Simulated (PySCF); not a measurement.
Nuclear quadrupole coupling in `CO[C@@H]1CO[C@H](F)O1`

C4H7FO3.
Cartesian coordinates in Å at the GFN2-xTB level; atoms count from 1:
```
atom  x, y, z in Å
C1     2.1365    0.2954   -0.6117
O2     1.0291   -0.5577   -0.3817
C3     0.1894   -0.1375    0.6278
C4    -0.9634   -1.1542    0.7695
O5    -2.1348   -0.3779    0.5635
C6    -1.7400    0.7491   -0.0900
F7    -1.7199    0.5154   -1.4552
O8    -0.4858    1.0834    0.3343
H9     2.7461    0.3883    0.2937
H10    2.7143   -0.1755   -1.4027
H11    1.8049    1.2870   -0.9283
H12    0.7489    0.0445    1.5603
H13   -0.8574   -1.9170   -0.0076
H14   -1.0266   -1.6088    1.7569
H15   -2.4455    1.5734    0.0644
```

Field gradients from the PBE0/pcSseg-1 density (PySCF, non-relativistic), principal values in atomic units, ordered |Vxx| ≤ |Vyy| ≤ |Vzz|:

```tsv
atom	Vxx	Vyy	Vzz
O2	-0.0633	-1.8821	1.9454
O5	-0.0176	-1.9006	1.9182
O8	-0.0699	-1.7236	1.7935
```

Q: Find the asymmetry η = (Vxx − Vyy)/Vzz and the couplings χ = eQV/h (234.96 MHz × Q in barn × V in au), with Q(17O) = −0.0256 b.

A: 
```csv
atom,environment,nucleus,η,χzz (MHz),χxx (MHz),χyy (MHz)
O2,ether oxygen,17O,0.93,-11.70,0.38,11.32
O5,cyclic ether oxygen,17O,0.98,-11.54,0.11,11.43
O8,cyclic ether oxygen,17O,0.92,-10.79,0.42,10.37
```

At O2, O5 and O8 η is above 0.9: Vyy and Vzz are nearly equal in size and opposite in sign, so a small change could swap them and flip the sign of χzz. The tensor is traceless: Vxx + Vyy + Vzz = 0.

Q: What is Vzz at O2 in SI units (1 au = 9.71736 × 10²¹ V/m²)?

A: 1.9454 au = 18.904 × 10²¹ V/m².

Q: And the gradient at the other heavy atoms, for which no coupling is worked out here?

A: 
```
atom                     environment  Vzz (au)     η
  C1                  methoxy carbon     0.425  0.10
  C3  sp3 carbon bearing two oxygens    -0.366  0.86
  C4      sp3 carbon bound to oxygen     0.413  0.35
  C6  sp3 carbon bearing two oxygens    -0.417  0.44
  F7                  alkyl fluorine     2.802  0.02
```

Were the hydrogens deuterons (Q(2H) = 0.00286 b), χzz would run from 182 kHz (H12) to 207 kHz (H10).

Isolated species at its GFN2-xTB geometry (one conformer only). GFN2-xTB bond lengths can be off by several hundredths of an ångström, more for odd bonds, and the gradients follow them. These gradients aren't converged with respect to the basis.
